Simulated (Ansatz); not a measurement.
Basis-set extrapolation for CH4F2OSi (`OC(F)(F)[SiH3]`) (PBE0-D4/def2-TZVP geometry, frozen core, Ansatz 0.2.0). Multiplicity 1, RHF reference.

|  | def2-TZVPP | def2-QZVPP |
| --- | --- | --- |
| HF | -603.016885 | -603.039667 |
| MP2 correlation | -1.023021 | -1.111844 |
| CCSD(T) correlation | -1.086106 | not run |

Energies in hartree. Use E(X) = E(∞) + A·exp(−7.88·√X) for Hartree–Fock and E(X) = E(∞) + B·X^(−2.97) for correlation, with X = 3 and 4, and add CCSD(T) minus MP2 of the smaller set to the MP2 limit.

Q: What is the CCSD(T) energy at the basis-set limit?

A: HF limit: -603.039667 + (-0.022782) × 0.13774 = -603.04280. MP2 limit: -1.111844 + (-0.088823) × 0.74074 = -1.17764. Higher-order term: -1.086106 − (-1.023021) = -0.06309. Total: -604.28353 hartree, 474.0 kJ/mol below CCSD(T)/def2-TZVPP.
